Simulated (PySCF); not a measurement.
PySCF 2.14 output of an unrestricted B97-3 calculation on a single atom or ion in aug-cc-pwCVTZ-PP with ECP28MDF (8s7p6d4f1g, 96 functions), with scalar relativity through the core potential:

```
SCF conv_tol = 1e-09
number electrons alpha = 10  beta = 9
    T. W. Keal and D. J. Tozer.,  J. Chem. Phys. 123, 121103 (2005)
cycle= 1 E= -188.702848230896  delta_E= -0.00352  |g|= 0.0259  |ddm|= 0.383
cycle= 2 E= -188.702930768958  delta_E= -8.25e-05  |g|= 0.0208  |ddm|= 0.0522
cycle= 3 E= -188.703002911138  delta_E= -7.21e-05  |g|= 0.000662  |ddm|= 0.0251
cycle= 4 E= -188.703003440781  delta_E= -5.3e-07  |g|= 0.000106  |ddm|= 0.0023
cycle= 5 E= -188.703003449376  delta_E= -8.6e-09  |g|= 6.55e-06  |ddm|= 0.00032
cycle= 6 E= -188.703003449394  delta_E= -1.82e-11  |g|= 7.85e-07  |ddm|= 1.71e-05
converged SCF energy = -188.703003449394  <S^2> = 0.75005143  2S+1 = 2.0000514
```

The run itself started from symmetry-adapted Hartree-Fock orbitals and held the occupation by maximum overlap, on a logarithmic radial grid, so the iterations belong to that start.

Problem. Which element, charge and spin multiplicity is this?

Solution. In²⁺ (indium, charge +2), multiplicity 2; the state was [Kr] 4d10 5d1, 2D determinant (an excited configuration).

Energies and moments cover only the electrons outside the core potential. The outer electron is Rydberg-like, and this basis confines it to a smaller radius and binds it less than a complete one would.
